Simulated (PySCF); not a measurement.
Compound: C8H10O.
Structure used (PBE0-D3(BJ)/def2-SVP), in Å, numbered top down from 1:
```
atom  x, y, z in Å
C1    -0.714   -0.176   -2.401
C2    -0.685   -0.323   -1.065
C3    -1.944   -0.457   -0.247
C4    -2.323    0.824    0.493
C5     0.572   -0.331   -0.331
C6     0.871   -0.533    0.995
C7     2.289   -0.435    1.112
C8     2.746   -0.181   -0.147
O9     1.721   -0.117   -1.017
H10    0.204   -0.053   -2.979
H11   -1.663   -0.175   -2.941
H12   -2.765   -0.752   -0.918
H13   -1.826   -1.283    0.475
H14   -2.517    1.641   -0.218
H15   -3.232    0.676    1.098
H16   -1.519    1.157    1.167
H17    0.159   -0.731    1.793
H18    2.890   -0.540    2.012
H19    3.739   -0.025   -0.562
```

Linear response at CAM-B3LYP/def2-SVPD (PySCF, frozen core in the response, non-relativistic).

Static isotropic polarisability: 100.16 au (14.84 Å³), principal values 67.8, 103.4, 129.3 au.

Problem. What is the polarisability at 1064 nm and at the sodium D line?

Solution. 101.58 au at 1064 nm (+1.4 %), 105.23 au at 589.3 nm (+5.1 %). The rise at 589.3 nm is 3.57 times that at 1064 nm; a pure ω² law gives 3.26. The lowest singlet lies at 251 nm, shorter than both wavelengths.

Problem. What is the isotropic C6 coefficient between two such molecules, C6 = (3/π)∫α(iω)² dω?

Solution. 3790 au (Eh·bohr⁶) by a ten-point quadrature over imaginary frequencies, which is 2260 eV·Å⁶ or 218 J·nm⁶/mol.

Problem. Which effective excitation energy ω̄ makes London's formula C6 = (3/4)α²ω̄ exact here?

Solution. ω̄ = 4·C6/(3α²) = 0.504 Eh = 13.7 eV. A one-pole form α(ω) = α/(1 − ω²/ω̄²) fitted to the 1064 nm value gives 9.8 eV.

Problem. How anisotropic is the static polarisability, by Δα² = ½[(α1 − α2)² + (α2 − α3)² + (α3 − α1)²]?

Solution. Δα = 53.4 au, or 0.53 of the isotropic value.

Problem. The lowest 6 singlets have (eV, f): 4.94, 0.392; 6.07, 0.013; 6.37, 0.009; 6.68, 0.013; 6.82, 0.018; 6.97, 0.026. What share of the static polarisability do they carry in the sum over states α = Σ f/ω²?

Solution. 13.19 au, 13.2 % of α; the largest term, 11.86 au, is that of the state at 4.94 eV. Their oscillator strengths add up to 0.47. Higher states carry the rest.

Problem. What molar refraction at the D line follows from R = (4π/3)·N_A·α′, with α′ the polarisability volume?

Solution. α′ = 15.59 Å³ gives R = 39.33 cm³/mol, for isolated, non-vibrating species.

Problem. What n − 1 at the D line would an ideal gas of it have at 273.15 K and 1 atm (2.6868 × 10¹⁹ cm⁻³), by n − 1 = 2π·N·α′?

Solution. 26.32 × 10⁻⁴, a formal value whether or not that pressure can be reached.

Problem. What does −C6/R⁶ come to at R = 12 Å between centres?

Solution. -73 J/mol. This is the leading, orientation-averaged term; C8 and higher terms are left out.

Problem. How many electrons N does the Slater–Kirkwood formula C6 = (3/4)·√N·α^(3/2) need to give this C6?

Solution. N = (4·C6/3)²/α³ = 25.4; the species has 66 electrons in all.

One conformer stands for the species.
